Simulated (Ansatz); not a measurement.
Program: Ansatz. Geometries: PBE0-D4/def2-TZVP. ΔE: electronic, gas phase. CCSD(T)/CBS adds triple-zeta CCSD(T) − MP2 to the extrapolated MP2 energy (def2 sets, frozen cores). This one scheme is used for every species, atoms too. For atomizations the MP2-based limit and the directly extrapolated one differ by several kJ/mol either way, and by 10 to 25 for some Ge, Se and Sn compounds, so smaller differences from it don't rank the levels. Functionals use def2-TZVPP. No spin–orbit coupling; open shells (•) take unrestricted orbitals. Spin–orbit coupling would lower the free atoms: a little for C, Cl, F, Si. Each species was taken in one conformer, which may not be the lowest.

Reaction (atomization): `F/C(=N\[SiH3])[SiH2]Cl` → C• + Cl• + F• + 5 H• + N• + 2 Si•

`F/C(=N\[SiH3])[SiH2]Cl`:

Z-matrix (Å, degrees):
```
Si
N 1 1.744
H 1 1.482 2 106.4
H 1 1.482 2 106.4 3 117.2
H 1 1.485 2 114.5 3 -121.4
C 2 1.238 1 132.7 3 122.0
F 6 1.357 2 123.3 1 0.1
Si 6 1.897 2 119.6 1 -179.0
Cl 8 2.044 6 111.2 2 -173.6
H 8 1.478 6 107.7 2 66.8
H 8 1.477 6 107.5 2 -53.7
```

```json
{"level": "r2SCAN0-D4", "ΔE (kcal/mol)": "886.8"}
{"level": "B2PLYP", "ΔE (kcal/mol)": "892.3"}
{"level": "PBE", "ΔE (kcal/mol)": "913.8"}
{"level": "BLYP", "ΔE (kcal/mol)": "890.9"}
{"level": "r2SCANh", "ΔE (kcal/mol)": "896.0"}
{"level": "HF/def2-TZVPP", "ΔE (kcal/mol)": "640.5"}
{"level": "HF/def2-QZVPP", "ΔE (kcal/mol)": "642.5"}
{"level": "MP2/def2-QZVPP", "ΔE (kcal/mol)": "909.5"}
```

**Question.** What does CCSD(T)/CBS give? (An estimate is asked.)

**Answer.** Ansatz gave: +903.0 kcal/mol. The listed levels differ from it by -16.2, -10.7, 10.8, -12.1, -7.0, -262.5, -260.5, 6.5 kcal/mol.

Largest T1 diagnostic among the species: 0.013.

From PBE to PBE0 (25 % exact exchange), in def2-TZVPP and without D4, ΔE moves by −19.2 kcal/mol: exact exchange takes away binding that semilocal exchange gives to molecules. The D4 term adds +10.8 kcal/mol with B3LYP and +5.7 kcal/mol with PBE0; it sums over pairs of atoms, weighted by their polarisabilities, and B3LYP, whose exchange is more repulsive, gets the larger term.

B3LYP here is the variant with VWN-RPA as its local correlation; programs differ in this.
